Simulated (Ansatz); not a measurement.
Gas-phase electronic energies from Ansatz, PBE0-D4/def2-TZVP geometries. CBS: MP2 limit from def2 TZ/QZ plus the TZ coupled-cluster correction, frozen cores. This one scheme is used for every species. DFT in def2-TZVPP.

Reaction (formal exchange of groups at the Si–N bond): `[SiH3]N1[SiH2]P1` + `CC#N` → `N#CC[SiH3]` + `N1[SiH2]P1`

`[SiH3]N1[SiH2]P1`:

```xyz
10

Si    0.079   -1.503   -0.677
N     0.261   -0.014    0.155
Si   -0.407    1.190    1.168
P     1.343    1.374   -0.124
H     1.416   -2.112   -0.904
H    -0.762   -2.403    0.155
H    -0.577   -1.324   -2.002
H    -0.268    1.000    2.628
H    -1.718    1.765    0.787
H     0.631    2.026   -1.187
```

`CC#N`:

Cartesian coordinates in Å:
```
C 0.106 -0.304 -0.366
C -0.210 0.600 0.722
N -0.461 1.316 1.585
H 0.088 -1.336 -0.014
H -0.623 -0.192 -1.170
H 1.100 -0.084 -0.759
```

`N#CC[SiH3]`:

```xyz
9

N    -2.143    1.227    1.127
C    -1.487    0.645    0.382
C    -0.624   -0.080   -0.521
Si    1.136   -0.252    0.176
H    -0.581    0.439   -1.482
H    -1.038   -1.076   -0.702
H     1.940   -1.006   -0.818
H     1.714    1.096    0.382
H     1.084   -0.994    1.458
```

`N1[SiH2]P1`:

Cartesian coordinates in Å:
```
N 0.717 -0.506 0.614
Si -0.268 0.808 0.137
P 0.864 -0.554 -1.153
H 0.571 -1.319 1.190
H -1.743 0.674 0.208
H 0.198 2.158 0.520
H -0.338 -1.262 -1.515
```

CCSD(T)/CBS gives +19.2 kcal/mol.

Question: Another level gave +17.2 kcal/mol. Which?
A. SCS-MP2/def2-TZVPP
B. HF/def2-TZVPP
C. B2PLYP/def2-TZVPP
D. PBE0/def2-TZVPP

Answer: D. PBE0 17.2, B2PLYP 19.4, SCS-MP2/def2-TZVPP 20.4, HF/def2-TZVPP 21.8 kcal/mol.

Largest T1 diagnostic among the species: 0.015.

From PBE to PBE0 (25 % exact exchange), in def2-TZVPP and without D4, ΔE moves by +1.1 kcal/mol. In def2-TZVPP, CCSD(T) changes the Hartree–Fock value by −2.6 kcal/mol (the triples alone add −0.3 kcal/mol) and MP2 by −1.8 kcal/mol. The D4 term adds +1.2 kcal/mol with B3LYP and +0.7 kcal/mol with PBE0; it sums over pairs of atoms, weighted by their polarisabilities, and B3LYP, whose exchange is more repulsive, gets the larger term.

B3LYP here is the variant with VWN-RPA as its local correlation; programs differ in this.
